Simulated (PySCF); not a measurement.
**TDDFT excited states: C5H12FPSi**

Species: C₅H₁₂FPSi.
SMILES with atom numbers: `[F:1][CH:2]1[CH2:3][CH2:4][P:5]([SiH3:6])[CH2:7][CH2:8]1` (hydrogens: H9 on C2; H10, H11 on C3; H12, H13 on C4; H14, H15, H16 on Si6; H17, H18 on C7; H19, H20 on C8)

Structure used (PBE0-D3(BJ)/def2-SVP), in Å, numbered top down from 1:
```
atom  x, y, z in Å
F1    -2.8618   -0.0328    1.1375
C2    -1.9226   -0.1603    0.1336
C3    -1.0746    1.0972    0.1066
C4    -0.0619    1.1074   -1.0320
P5     1.0939   -0.3594   -1.1305
Si6    2.2379   -0.1844    0.8146
C7    -0.1260   -1.7194   -0.7358
C8    -1.1269   -1.4287    0.3755
H9    -2.4747   -0.2517   -0.8223
H10   -0.5676    1.1886    1.0816
H11   -1.7507    1.9640    0.0199
H12   -0.5841    1.1370   -2.0046
H13    0.5583    2.0172   -0.9985
H14    1.4428    0.0088    2.0694
H15    3.1674    0.9780    0.6728
H16    3.0361   -1.4406    0.9605
H17   -0.6584   -1.9209   -1.6822
H18    0.4512   -2.6322   -0.5187
H19   -0.6159   -1.3336    1.3483
H20   -1.8383   -2.2655    0.4734
```

Theory: TDDFT PBE0/def2-SVPD, vertical, gas phase, core orbitals frozen in the response in PySCF.

**Question.** List the vertical singlet excitations with oscillator strengths and describe the spectrum.

**Answer.** 

```
state  λ (nm)  E (eV)       f  |μ| (D)  main configurations (H = HOMO, L = LUMO)
   S1   216.8    5.72  0.0082     0.62                               H→L+1 (93%)
   S2   212.1    5.85   0.106     2.18                                 H→L (85%)
   S3   199.7    6.21   0.059     1.59                               H→L+2 (86%)
   S4   194.4    6.38   0.025     1.01                               H→L+3 (87%)
   S5   188.3    6.58   0.021     0.93                               H→L+4 (95%)
   S6   181.5    6.83   0.029     1.06                               H→L+5 (87%)
   S7   171.4    7.23  0.0002     0.08                               H→L+6 (96%)
   S8   169.3    7.32   0.031     1.06                  H→L+8 (78%), H→L+7 (16%)
   S9   166.4    7.45  0.0053     0.43     H→L+7 (50%), H-1→L (22%), H→L+8 (14%)
```

Triplets (Tamm–Dancoff): T1 4.83 eV, H→L (87%); T2 5.06 eV, H→L+1 (77%), H→L+4 (17%); T3 5.95 eV, H→L+3 (41%), H→L+2 (41%).

The lowest singlet lies at 5.72 eV (217 nm, ultraviolet) and is weak; its leading configuration is HOMO→LUMO+1 (93%). The most intense listed level is S2 at 5.85 eV (212 nm, f = 0.106), 0.13 eV above S1. Löwdin shares by element: HOMO phosphorus 58%, carbon 16% or more, silicon 11%; LUMO phosphorus 26%, silicon 25%, hydrogen 11% or more, carbon 6% or more (atoms not listed hold the other 32%). The oscillator strengths of these states sum to 0.285; summed over the whole spectrum of an exact calculation they would give the number of electrons, 80 (Thomas–Reiche–Kuhn). The listed states span 1.73 eV, and the widest gap between neighbours is 0.40 eV (S6 to S7). Weighted by f, the mean energy of these states is 6.31 eV. All these states lie below the vertical ionisation energy of 8.48 eV (ΔSCF). Singlets were solved by full linear response, triplets in the Tamm–Dancoff approximation. The highest level found (7.55 eV, f 0.0005 so far) is left out, since the window may have cut off a degenerate partner.

One conformer stands for the species.

Without π bonds the low states are Rydberg-like; a valence basis with one diffuse set may place them up to an eV too high.
